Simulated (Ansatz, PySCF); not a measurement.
Gas-phase reaction R1 → P1 + P2, each structure at its B3LYP-D3(BJ)/def2-TZVP stationary point, reached from a drawn start (curvature not checked).
R1: Cl3Ga (SMILES [Cl][Ga]([Cl])[Cl]), charge 0, multiplicity 1.
P1: ClGa (SMILES [Cl][Ga]), charge 0, multiplicity 1.
P2: Cl2 (SMILES ClCl), charge 0, multiplicity 1.

P less R. No zero-point or thermal terms; no spin–orbit coupling.

Correlated levels freeze the cores. In cc and def2 sets filled d and f shells under p-block atoms count as core.

Programs: Ansatz (a first-principles code); PySCF for the D3/D4 terms. No computed number here is a measurement.

Total energies in hartree:

| structure | PBE/def2-TZVPP | B3LYP-D3(BJ)/def2-TZVPP | CCSD(T)/def2-QZVPP |
|---|---|---|---|
| R1 | -3304.809238 | -3305.763802 | -3302.818806 |
| P1 | -2384.656123 | -2385.205349 | -2383.185398 |
| P2 | -920.021287 | -920.424164 | -919.481114 |

Problem. Work out the reaction energy at each level in kcal/mol (1 hartree = 627.50947 kcal/mol), and say how far PBE/def2-TZVPP lies from CCSD(T)/def2-QZVPP.

Solution. 
- PBE/def2-TZVPP: (-2384.656123) + (-920.021287) − (-3304.809238) = 0.131828 hartree = 82.72 kcal/mol
- B3LYP-D3(BJ)/def2-TZVPP: (-2385.205349) + (-920.424164) − (-3305.763802) = 0.134289 hartree = 84.27 kcal/mol
- CCSD(T)/def2-QZVPP: (-2383.185398) + (-919.481114) − (-3302.818806) = 0.152294 hartree = 95.57 kcal/mol
PBE/def2-TZVPP less CCSD(T)/def2-QZVPP: -12.85 kcal/mol. CCSD(T)/def2-QZVPP is the level counted from, the highest shown, and no exact or measured value.
